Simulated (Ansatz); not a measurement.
Geometry optimisation, RKS PBE0/def2-SVP in Ansatz.

input.yaml

```yaml
crystal:
  periodic: [false, false, false]
  atoms:
    - { symbol: O, position_ang: [-0.9593, 1.2094, -0.6112] }
    - { symbol: C, position_ang: [0.046, 0.3401, -0.3562] }
    - { symbol: O, position_ang: [0.5818, -0.007, -1.6253] }
    - { symbol: Si, position_ang: [-0.2946, -1.0931, 0.8027] }
    - { symbol: Cl, position_ang: [1.3137, 1.3084, 0.4557] }
    - { symbol: H, position_ang: [-0.6159, 2.1452, -0.4724] }
    - { symbol: H, position_ang: [-0.16349, 0.2464, -2.27128] }
    - { symbol: H, position_ang: [-1.3761, -1.9836, 0.2289] }
    - { symbol: H, position_ang: [-0.8685, -0.5973, 2.1651] }
    - { symbol: H, position_ang: [0.8363, -1.9413, 1.1067] }
basis:
  gaussian: { orbitals: def2-SVP }
hamiltonian:
  xc: pbe0
relax:
  f_tol: 0.015
  max_steps: 40
```

Command:

```bash
$ ansatz run input.yaml --threads 2 --pin off --max-ram 3072MiB --backend cpu --events-out ev --progress --plain --runs-dir out
```

Question: Where does it end, and by what steps?

Answer: It converged. After 22 steps the energy has fallen by 0.635 eV; H6 moved furthest, 0.79 Å.

| step | energy less start (eV) | largest force component (eV/Å) | accepted |
| --- | --- | --- | --- |
| 0 | 0.0000 | 2.512 | yes |
| 1 | -0.4026 | 0.990 | yes |
| 2 | -0.4528 | 0.557 | yes |
| 3 | -0.4689 | 0.184 | yes |
| 4 | -0.4821 | 0.318 | yes |
| 5 | -0.4908 | 0.535 | yes |
| 6 | -0.5314 | 0.293 | yes |
| 7 | -0.5347 | 0.279 | yes |
| 8 | -0.4824 | 1.993 | no |
| 9 | -0.5539 | 0.116 | yes |
| 10 | -0.5611 | 0.254 | yes |
| 11 | -0.5562 | 1.016 | no |
| 12 | -0.5662 | 0.385 | yes |
| 13 | -0.5764 | 0.391 | yes |
| 14 | -0.5936 | 0.321 | yes |
| 15 | -0.6178 | 0.562 | yes |
| 16 | -0.6277 | 0.312 | yes |
| 17 | -0.6314 | 0.311 | yes |
| 18 | -0.6337 | 0.101 | yes |
| 19 | -0.6318 | 0.453 | no |
| 20 | -0.6351 | 0.035 | yes |
| 21 | -0.6353 | 0.047 | yes |
| 22 | -0.6354 | 0.013 | yes |

```xyz
10
Properties=species:S:1:pos:R:3
O -0.962 1.231 -0.716
C 0.029 0.309 -0.486
O 0.394 -0.250 -1.654
Si -0.369 -1.049 0.817
Cl 1.491 1.259 0.290
H -1.061 1.787 0.067
H 0.441 0.453 -2.322
H -1.504 -1.874 0.307
H -0.788 -0.344 2.063
H 0.830 -1.895 1.057
```

Run time: 64 s on 2 threads of Intel(R) Xeon(R) Platinum 8488C (Sapphire Rapids), on a shared host, peak memory 0.25 GiB.
